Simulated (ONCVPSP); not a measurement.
## Ranking ONCV potentials for Rh (Z = 45)

All share these settings but for the change named:

* Element: Rh
* Generator: ONCVPSP 4.0.1
* Type: optimised norm-conserving Vanderbilt (ONCV)
* Functional: LDA (Perdew-Zunger)
* Relativity: scalar-relativistic
* Frozen core: [Ar] 3d10
* Valence charge: 17
* Reference configuration: 4s2 4p6 4d6 (charge +3)
* Partial waves: 4s: rc 1.65 bohr, ncon 4, nbas 8, qcut 9.4 1/bohr, 3 projectors, debl 1.5 Ha; 4p: rc 1.30 bohr, ncon 5, nbas 9, qcut 8.3 1/bohr, 2 projectors, debl 1.5 Ha; 4d: rc 2.05 bohr, ncon 5, nbas 10, qcut 6.6 1/bohr, 2 projectors, debl 0.8 Ha
* Local potential: polynomial inside 0.95 bohr (lpopt 5, dvloc0 1 Ha)
* Core correction: none

In the s channel the program set the typed energies aside and used -4.358, 0.050, 1.550 Ha. In the p channel the program set the typed energies aside and used -3.167, 0.250 Ha. In the d channel the program set the typed energies aside and used -1.460, 0.250 Ha.

Cutoff: the first of the cutoffs (Ha) at which the residual kinetic energy of the hardest occupied pseudo-wave falls to 1 and 0.1 mHa per electron; the density cutoff is not measured.

The base gives 34 Ha.

Of 10 variants that were run, those that failed, showed a ghost or another fault, or gave nearly equal values are left out.

A variant can come out equal or close to the base.

(1) Rank these variants from softest to hardest (loose cutoff).
A. p: rc 1.02
B. s: qcut 7.8; p: qcut 6.9; d: qcut 5.5
C. p: nbas 10

## Answers

(1) C (32 Ha), A (60 Ha), B (84 Ha).
